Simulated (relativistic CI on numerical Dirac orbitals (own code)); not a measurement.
**Slater and spin-orbit integrals, Hg71+**

Calculated at this level of theory: Dirac-Coulomb-Breit CI, KLI orbitals optimised for each configuration, a model potential for QED, unscaled Slater integrals (own radial code, finite nucleus).

Slater integrals F^k, G^k are unscaled and averaged over j, outside the closed core 1s2; ζ comes from projecting the Hamiltonian with its Breit term on Σ l·s of the shell.

- 2s2 2p5: ζ(2p) = 1.0737e+07 cm⁻¹; <r>(2p) = 0.06112, <r^2>(2p) = 0.004578 (bohr units).
- 2s2 2p4 3s: F^2(2p,2p) = 1.5324e+06, ζ(2p) = 1.0852e+07, G^1(2p,3s) = 167780 cm⁻¹; <r>(2p) = 0.06083, <r^2>(2p) = 0.004534, <r>(3s) = 0.1619, <r^2>(3s) = 0.03004 (bohr units).
- 2p6 3p: ζ(3p) = 3.0463e+06 cm⁻¹; <r>(3p) = 0.1589, <r^2>(3p) = 0.02933 (bohr units).

Averages of the first 10 configurations, taken without configuration mixing, which lowers the lowest level and can move excited configurations by several eV; other configurations of the list can lie among them:

```tsv
Configuration	Parity	States	Average energy above the lowest level (eV)
2s2 2p5	odd	6	667.0
2s 2p6	even	2	2543.0
2s2 2p4 3s	even	30	11268.3
2p6 3s	even	2	15014.1
2p6 3p	odd	6	15534.8
2s2 2p4 3p	odd	90	11802.6
2p6 3d	even	10	15964.9
2s2 2p4 3d	even	150	12232.7
2s 2p5 3s	odd	24	13106.9
2s 2p5 3p	even	72	13634.4
```
